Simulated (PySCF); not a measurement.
Correlation energy of Cl⁺ (chlorine, charge +1)

[Ne] 3s2 3p4, high-spin 3P determinant. Computed with PySCF 2.14 in x2c-QZVPPall with one added diffuse shell each of s, p, d, f type (10s7p5d3f1g, 86 functions), with scalar relativity by spin-free X2C-1e. Frozen: [Ne]; 6 electrons correlated.

```csv
level,correlation energy (mhartree)
CCSD,-159.80
(T),-5.34
CCSD(T),-165.14
```

Diagnostics: T1 = 0.0092, D1 = 0.0287, largest double amplitude 0.035.

Cost of the coupled-cluster step: of the order of 16 core-seconds, for 6 correlated electrons.
